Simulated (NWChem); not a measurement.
# AgN2H6 cation; SMILES [NH3]->[Ag+]<-[NH3]

Computed with NWChem. Coordinates come from a PBE0/def2-SVP optimisation. No frequency run checked for a minimum. def2 effective core potentials on Ag; no spin-orbit coupling. Level PBE/def2-SVP: energy and gradient on several grids; changes count from the extra-fine grid, which is no exact limit either.

```
grid     size of the energy change (μHa)  largest change of a gradient component (μHa/bohr)  time, medium = 1 (rough)
-------  -------------------------------  -------------------------------------------------  ------------------------
xcoarse                             8000                                               9000                   about 1
coarse                               100                                                500                   about 1
medium                                10                                               < 30                   about 1
fine                                < 10                                               < 30                   about 1
xfine                               < 10                                               < 30                         2
```
